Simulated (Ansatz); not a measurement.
HfCl2, SMILES [Hf]([Cl])[Cl] (connectivity only; charge and spin as stated), neutral, multiplicity 3.

The structure is a stationary point at B3LYP-D3(BJ)/def2-TZVP. The multiplicity is an assumed one; other spin states were not compared. The def2 effective core potentials stand for the cores of Hf; spin–orbit coupling is left out.

Two levels are set side by side: PBE/def2-TZVPD (Ansatz, a first-principles code) and CAM-B3LYP/def2-TZVPD (Ansatz). Energy differences of separate SCF runs at the same geometry; the states with an electron removed or added have multiplicity 2 and 2. Differences are taken from unrounded values.

```tsv
quantity	PBE
vertical ionisation energy (eV)	7.60
vertical electron affinity (eV)	1.49
```

**Question.** These are the PBE values. What does CAM-B3LYP give? (The exact figures need the calculation; the answer reports its results.)

**Answer.** 
```
quantity                         CAM-B3LYP  PBE minus CAM-B3LYP
-------------------------------  ---------  -------------------
vertical ionisation energy (eV)       7.77                -0.17
vertical electron affinity (eV)       1.56                -0.07
```
